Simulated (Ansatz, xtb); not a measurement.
## A geometry optimisation of ClH2O2Si− with r2SCAN-D4/def2-SVPD

The starting geometry of this gas-phase singlet was built from a drawn formula by distance geometry and a force field; its bonds are those of `O[Si-](O)Cl`.

```xyz
6

Cl   -4.3562    3.9067    0.8790
O    -3.4913    3.0228   -1.7876
O    -2.0289    2.2696    0.2673
Si   -2.8054    3.5778   -0.3849
H    -3.9633    2.1842   -1.6996
H    -2.3498    2.0783    1.1650
```

Task: Where would you expect an optimisation with r2SCAN-D4/def2-SVPD to take it?

Result: It keeps its links, though one stretches towards breaking, and is `O[Si-](O)Cl`. Distances that change by over a tenth: Cl1–Si4 (2.03 → 2.39 Å).

The energy falls by 0.91 eV over 10 steps:

| step | E − E(last) (eV) |
| --- | --- |
| 1 | 0.907 |
| 2 | 0.132 |
| 3 | 0.029 |
| 4 | 0.014 |
| 5 | 0.007 |
| 6 | 0.003 |
| 7 | 0.001 |
| 8 | 0.000 |
| 9 | 0.000 |
| 10 | 0.000 |

Final geometry (Å):

```yaml
atoms:
  - { symbol: Cl, position_ang: [-4.4171, 3.8644, 1.0544] }
  - { symbol: O, position_ang: [-3.5112, 2.9975, -1.8331] }
  - { symbol: O, position_ang: [-2.0544, 2.2360, 0.2431] }
  - { symbol: Si, position_ang: [-2.6304, 3.7078, -0.5228] }
  - { symbol: H, position_ang: [-3.8568, 2.1295, -1.5786] }
  - { symbol: H, position_ang: [-2.5251, 2.1042, 1.0763] }
```

From the same start GFN2-xTB ends elsewhere, in pieces: H2O2Si + Cl.

The end wasn't checked by frequencies. Run with Ansatz 0.2.0, 22 s on 2 threads of Arm Neoverse V1, with other jobs on the host.
